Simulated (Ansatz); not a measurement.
Start from `[F][Hf]([F])([Cl])[c]1ccccc1` and change one atom or group to get `FC(F)(F)Cc1ccccc1`.

Ansatz, PBE0-D4/def2-TZVP geometries, multiplicity 1. Each molecule was computed in one conformer, which needn't be the lowest.

Elements past krypton have def2 core potentials.

```
                                        property  `[F][Hf]([F])([Cl])[c]1ccccc1`
           LUMO energy (ωB97M-V/def2-TZVPP) / eV                            0.37
size of the dipole moment (B3LYP/def2-TZVPP) / D                            2.08
               LUMO energy (PBE/def2-TZVPP) / eV                           -2.46
             LUMO energy (B3LYP/def2-TZVPP) / eV                           -1.84
           HOMO energy (ωB97M-V/def2-TZVPP) / eV                           -9.74
               HOMO energy (PBE/def2-TZVPP) / eV                           -6.69
```

**Question.** Give the same properties after the change, and the shifts. (Best estimate.)

**Answer.** The calculation gave: 
```tsv
property	`FC(F)(F)Cc1ccccc1`	shift
LUMO energy (ωB97M-V/def2-TZVPP) / eV	1.47	1.10
size of the dipole moment (B3LYP/def2-TZVPP) / D	2.28	0.20
LUMO energy (PBE/def2-TZVPP) / eV	-1.42	1.04
LUMO energy (B3LYP/def2-TZVPP) / eV	-0.72	1.12
HOMO energy (ωB97M-V/def2-TZVPP) / eV	-9.52	0.22
HOMO energy (PBE/def2-TZVPP) / eV	-6.43	0.26
```

With PBE0 the HOMO rises by 0.25 eV and the LUMO rises by 1.12 eV, so the gap widens by about 0.87 eV. PBE moves the HOMO by 0.26 eV and ωB97M-V by 0.22 eV. Dipoles are sizes alone; their direction can turn.

B3LYP here is the variant with VWN-RPA as its local correlation; programs differ in this.
